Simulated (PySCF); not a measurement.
hexafluoroantimonate (F6Sb), SMILES [F][Sb-]([F])([F])([F])([F])[F], charge -1.

Geometry: B3LYP-D3(BJ)/def2-SVPD. The def2 effective core potentials stand for the cores of Sb; spin–orbit coupling is left out.

Two levels are set side by side: PBE/def2-SVPD (PySCF) and CAM-B3LYP/def2-SVPD (PySCF). Same geometry, gas phase. Differences are taken from unrounded values.

| quantity | PBE |
|---|---|
| orbital gap (eV) | 5.13 |
| highest occupied level (eV) | -4.53 |
| lowest empty level (eV) | 0.60 |
| mean polarisability (bohr³) | 50.9 |

Question: These are the PBE values. What does CAM-B3LYP give? (The exact figures need the calculation; the answer reports its results.)

Answer: 
| quantity | CAM-B3LYP | PBE minus CAM-B3LYP |
|---|---|---|
| orbital gap (eV) | 10.78 | -5.65 |
| highest occupied level (eV) | -8.31 | 3.78 |
| lowest empty level (eV) | 2.48 | -1.87 |
| mean polarisability (bohr³) | 46.2 | 4.7 |

Without exact exchange PBE keeps part of each electron's self-repulsion, which lifts occupied levels and narrows the gap. PBE's more diffuse valence density responds more strongly to a field. Differences between two approximate levels are no errors against the true value.

Rough cost on one machine, each run with all the roots and properties that it gave: CAM-B3LYP against PBE within a factor of 2.
